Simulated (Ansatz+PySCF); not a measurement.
Results of a calculation; reference values are marked as such.
# C2H6 + H2 → 2 CH4

C2H6 (charge 0, multiplicity 1):
```tsv
atom	x (Å)	y (Å)	z (Å)
C	0.0000	0.0000	-0.7596
C	0.0000	0.0000	0.7596
H	0.0000	-1.0240	-1.1651
H	-0.8868	0.5120	-1.1651
H	0.8868	0.5120	-1.1651
H	0.0000	1.0240	1.1651
H	-0.8868	-0.5120	1.1651
H	0.8868	-0.5120	1.1651
```

H2 (charge 0, multiplicity 1):
```
atom   x (Å)   y (Å)    z (Å)
   H  0.0000  0.0000  -0.3804
   H  0.0000  0.0000   0.3804
```

CH4 (charge 0, multiplicity 1):
```xyz
5

C     0.0000    0.0000    0.0000
H     0.6340    0.6340    0.6340
H     0.6340   -0.6340   -0.6340
H    -0.6340    0.6340   -0.6340
H    -0.6340   -0.6340    0.6340
```

Shapes relaxed with PBE0/def2-SVP. Single points in def2-SVP with Ansatz (development build ahead of 0.2.0), no zero-point energy. Correlated methods freeze no orbital on H to Be, one on B to Mg, five on Al to Zn, nine on Ga to Sr.

```
              method  reaction energy
   CCSD (restricted)        -0.815 eV
CCSD(T) (restricted)        -0.793 eV
    MP2 (restricted)        -0.779 eV
    PBE (restricted)        -0.762 eV
   PBE0 (restricted)        -0.796 eV
 r2SCAN (restricted)        -0.788 eV
  wB97X (restricted)        -0.803 eV
```

Q: What does HF (restricted) give?

A: -0.940 eV.
